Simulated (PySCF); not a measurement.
Correlation energy of Co⁺ (cobalt, charge +1)

[Ar] 3d7 4p1, one real determinant (an excited configuration). Computed with PySCF 2.14 in ANO-RCC-VTZP, with scalar relativity by spin-free X2C-1e. Frozen: [Ne]; 16 electrons correlated.

MP2 pair energies summed by pair of shells (mhartree):

| pair | energy | share (%) |
| --- | --- | --- |
| 3p-3d | -185.03 | 38.2 |
| 3d-3d | -180.70 | 37.3 |
| 3p-3p | -59.61 | 12.3 |
| 3s-3d | -20.67 | 4.3 |
| 3s-3p | -18.94 | 3.9 |
| 3d-4p | -12.62 | 2.6 |
| 3p-4p | -3.46 | 0.7 |
| 3s-3s | -2.98 | 0.6 |
| 3s-4p | -0.25 | 0.1 |

Total MP2 correlation energy: -484.25 mhartree.

Same-spin part -168.11 and opposite-spin part -316.14 mhartree; SCS-MP2 scales them by 1/3 and 6/5 to -435.40 mhartree.

The basis was made for the ground configuration and has no added diffuse functions, which can raise the energy of the promoted electron.

The reference is one real determinant that mixes LS terms of this configuration.
